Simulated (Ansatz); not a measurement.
`CCB(F)Br` and `OCB(F)Br` differ in one atom or group.

Ansatz, PBE0-D4/def2-TZVP geometries, multiplicity 1. Each molecule was computed in one conformer, which needn't be the lowest.

Scalar relativity is left out up to krypton.

```json
{"property": "HOMO energy (PBE/def2-TZVPP) / eV", "`CCB(F)Br`": "-7.11"}
{"property": "HOMO energy (ωB97M-V/def2-TZVPP) / eV", "`CCB(F)Br`": "-10.67"}
{"property": "size of the dipole moment (ωB97M-V/def2-TZVPP) / D", "`CCB(F)Br`": "1.76"}
{"property": "LUMO energy (PBE/def2-TZVPP) / eV", "`CCB(F)Br`": "-1.62"}
{"property": "HOMO energy (PBE0/def2-TZVPP) / eV", "`CCB(F)Br`": "-8.43"}
{"property": "HOMO–LUMO gap (PBE0/def2-TZVPP) / eV", "`CCB(F)Br`": "7.80"}
```

Q: What does the change do to each property? (An estimate is asked.)

A: Computed: 
```
                                          property  `OCB(F)Br`  shift
                 HOMO energy (PBE/def2-TZVPP) / eV       -6.52   0.59
             HOMO energy (ωB97M-V/def2-TZVPP) / eV      -10.72  -0.05
size of the dipole moment (ωB97M-V/def2-TZVPP) / D        0.61  -1.15
                 LUMO energy (PBE/def2-TZVPP) / eV       -1.98  -0.36
                HOMO energy (PBE0/def2-TZVPP) / eV       -8.26   0.17
              HOMO–LUMO gap (PBE0/def2-TZVPP) / eV        7.25  -0.55
```

With PBE0 the HOMO rises by 0.17 eV and the LUMO falls by 0.38 eV, so the gap narrows by about 0.55 eV. PBE moves the HOMO by 0.59 eV and ωB97M-V by -0.05 eV. Dipoles are sizes alone; their direction can turn.

Spin–orbit coupling is left out; it splits and shifts lone-pair levels of the heavy atoms by tenths of an eV.
